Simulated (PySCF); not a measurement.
CrO$_{3}$, triplet, geometry from GFN2-xTB (such geometries of metal compounds can be far from the true shape) (the multiplicity is a formal guess); PySCF with M06/STO-3G.

Here is a job for PySCF.
```python
from pyscf import gto, scf, dft

mol = gto.Mole()
mol.atom = '''
    Cr   -0.000000    0.000000   -0.000000
    O    -1.069041   -1.123452   -0.134717
    O    -0.063695    1.250024   -0.925485
    O     1.132736   -0.126573    1.060202
'''
mol.basis = 'sto-3g'
mol.charge = 0
mol.spin = 2
mol.verbose = 4
mol.build()

mf = dft.UKS(mol)
mf.xc = 'm06'
mf.grids.level = 1
mf.kernel()
mf.analyze()
```

What the program printed (banner, timings and long lists left out):

```
PySCF version 2.14.0

[INPUT] verbose = 4
[INPUT] num. atoms = 4
[INPUT] num. electrons = 48
[INPUT] charge = 0
[INPUT] spin (= nelec alpha-beta = 2S) = 2
[INPUT] symmetry False subgroup None
[INPUT] Mole.unit = angstrom
[INPUT] Symbol           X                Y                Z      unit          X                Y                Z       unit  Magmom
[...]
nuclear repulsion = 233.493362962298
number of shells = 17
number of NR pGTOs = 99
number of NR cGTOs = 33
basis = sto-3g
ecp = {}

******** <class 'pyscf.dft.uks.UKS'> ********
method = UKS
initial guess = minao
damping factor = 0
level_shift factor = 0
DIIS = <class 'pyscf.scf.diis.CDIIS'>
diis_start_cycle = 1
diis_space = 8
diis_damp = 0
SCF conv_tol = 1e-09
SCF conv_tol_grad = None
SCF max_cycles = 50
direct_scf = True
direct_scf_tol = 1e-13
number electrons alpha = 25  beta = 23
XC library pyscf.dft.libxc version 7.1.2
    S. Lehtola, C. Steigemann, M. J. T. Oliveira, and M. A. L. Marques,  SoftwareX 7, 1–5 (2018)
XC functionals = m06
    Y. Zhao and D. G. Truhlar,  Theor. Chem. Acc. 120, 215 (2008)
    Y. Zhao and D. G. Truhlar,  Theor. Chem. Acc. 120, 215 (2008)
radial grids:
    Treutler-Ahlrichs [JCP 102, 346 (1995); DOI:10.1063/1.469408] (M4) radial grids

becke partition: Becke, JCP 88, 2547 (1988); DOI:10.1063/1.454033
pruning grids: <function nwchem_prune>
grids dens level: 1
symmetrized grids: False
atomic radii adjust function: <function treutler_atomic_radii_adjust>
small_rho_cutoff = 0
Set gradient conv threshold to 3.16228e-05
tot grids = 22992
init E= -1255.19885084309

cycle= 1 E= -1255.21204177156  delta_E= -0.0132  |g|= 1.14  |ddm|= 2.63

cycle= 2 E= -1244.40870675989  delta_E= 10.8  |g|= 3.97  |ddm|= 4.11

cycle= 3 E= -1255.71660113271  delta_E= -11.3  |g|= 0.652  |ddm|= 3.78
cycle= 4 E= -1255.81879805635  delta_E= -0.102  |g|= 0.445  |ddm|= 0.334
cycle= 5 E= -1255.83427216495  delta_E= -0.0155  |g|= 0.397  |ddm|= 0.437
cycle= 6 E= -1255.88916281564  delta_E= -0.0549  |g|= 0.232  |ddm|= 0.275
cycle= 7 E= -1255.91111618919  delta_E= -0.022  |g|= 0.0303  |ddm|= 0.146
cycle= 8 E= -1255.91111742547  delta_E= -1.24e-06  |g|= 0.0279  |ddm|= 0.0467
cycle= 9 E= -1255.91154787757  delta_E= -0.00043  |g|= 0.00114  |ddm|= 0.0291
cycle= 10 E= -1255.91155054342  delta_E= -2.67e-06  |g|= 0.000668  |ddm|= 0.00444
cycle= 11 E= -1255.91155125819  delta_E= -7.15e-07  |g|= 0.000455  |ddm|= 0.00207
cycle= 12 E= -1255.91155164194  delta_E= -3.84e-07  |g|= 0.000285  |ddm|= 0.00227
[...]
converged SCF energy = -1255.91155182744  <S^2> = 2.0118141  2S+1 = 3.0078658
Total Energy =                       -1255.911551827442281
[...]
Nuclear Repulsion Energy =             233.493362962298477
One-electron Energy =                -2190.582518177344809
Two-electron Energy =                  701.177603387604108
Two-electron Coulomb Energy =          774.992092568905036
DFT Exchange-Correlation Energy =      -73.814489181300928
**** MO energy ****
                             alpha | beta                alpha | beta
[...]
To work with the spin densities directly, `use mulliken_meta_spin()` only printing them here.

 ** Mulliken spin pop alpha/beta on meta-lowdin orthogonal AOs **
 ** Mulliken Spin Density (per AO)  **
spin_pop of  0 Cr 1s        0.00000
spin_pop of  0 Cr 2s        0.00002
spin_pop of  0 Cr 3s        0.00007
spin_pop of  0 Cr 4s        0.37352
spin_pop of  0 Cr 2px      -0.00000
spin_pop of  0 Cr 2py      -0.00000
spin_pop of  0 Cr 2pz      -0.00000
spin_pop of  0 Cr 3px       0.00006
spin_pop of  0 Cr 3py       0.00003
spin_pop of  0 Cr 3pz       0.00010
spin_pop of  0 Cr 4px      -0.01233
spin_pop of  0 Cr 4py      -0.01425
spin_pop of  0 Cr 4pz      -0.01035
spin_pop of  0 Cr 3dxy      0.11195
spin_pop of  0 Cr 3dyz      0.15909
spin_pop of  0 Cr 3dz^2     0.02684
spin_pop of  0 Cr 3dxz      0.24433
spin_pop of  0 Cr 3dx2-y2    0.00183
spin_pop of  1 O 1s        0.00000
spin_pop of  1 O 2s        0.01081
spin_pop of  1 O 2px       0.07092
spin_pop of  1 O 2py       0.09739
spin_pop of  1 O 2pz       0.19382
spin_pop of  2 O 1s        0.00000
spin_pop of  2 O 2s        0.01082
spin_pop of  2 O 2px       0.24202
spin_pop of  2 O 2py       0.05129
spin_pop of  2 O 2pz       0.06875
spin_pop of  3 O 1s        0.00000
spin_pop of  3 O 2s        0.01082
spin_pop of  3 O 2px       0.05054
spin_pop of  3 O 2py       0.28410
spin_pop of  3 O 2pz       0.02780
 ** Mulliken Spin Density (per atom)  **
spin density of  0 Cr =      0.88091
spin density of  1 O =      0.37295
spin density of  2 O =      0.37288
spin density of  3 O =      0.37326
 ** Mulliken pop alpha/beta on meta-lowdin orthogonal AOs **
 ** Mulliken pop       alpha | beta **
[...]
In total            25.00000 | 23.00000
 ** Mulliken atomic charges   ( Nelec_alpha | Nelec_beta ) **
charge of  0Cr =      1.22340  (    11.82876     10.94785 )
charge of  1O =     -0.40786  (     4.39040      4.01745 )
charge of  2O =     -0.40775  (     4.39032      4.01744 )
charge of  3O =     -0.40779  (     4.39052      4.01726 )
Dipole moment(X, Y, Z, Debye): -0.00028,  0.00122,  0.00060
```
